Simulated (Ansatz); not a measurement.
Consider the hydrogenolysis of the Sn–C bond: `[CH3][Sn]([F])([F])[SiH3]` + H₂ → `[F][SnH]([F])[SiH3]` + CH₄.

Gas-phase electronic energies from Ansatz, PBE0-D4/def2-TZVP geometries. CCSD(T)/CBS is the MP2 limit (def2-TZVPP, def2-QZVPP) plus CCSD(T) − MP2 in def2-TZVPP, frozen cores. This one scheme is used for every species. DFT in def2-TZVPP. B3LYP here is the variant with VWN-RPA as its local correlation; programs differ in this. Elements past krypton have def2 core potentials. For Sn outer-core shells are correlated without core-valence functions, which leaves a few kJ/mol of doubt a bond.

CCSD(T)/CBS gives -0.22 eV.

(1) Another level gave -0.30 eV. Which?
A. B3LYP/def2-TZVPP
B. MP2/def2-TZVPP
C. PBE/def2-TZVPP
D. PBE-D4/def2-TZVPP

Largest T1 diagnostic among the species: 0.014.

Results:

(1) C. PBE -0.30, PBE-D4 -0.25, B3LYP -0.38, MP2/def2-TZVPP -0.18 eV.

In def2-TZVPP, CCSD(T) changes the Hartree–Fock value by +0.27 eV (the triples alone add +0.05 eV) and MP2 by +0.35 eV. The D4 term adds +0.08 eV with B3LYP and +0.05 eV with PBE0; it sums over pairs of atoms, weighted by their polarisabilities, and B3LYP, whose exchange is more repulsive, gets the larger term.
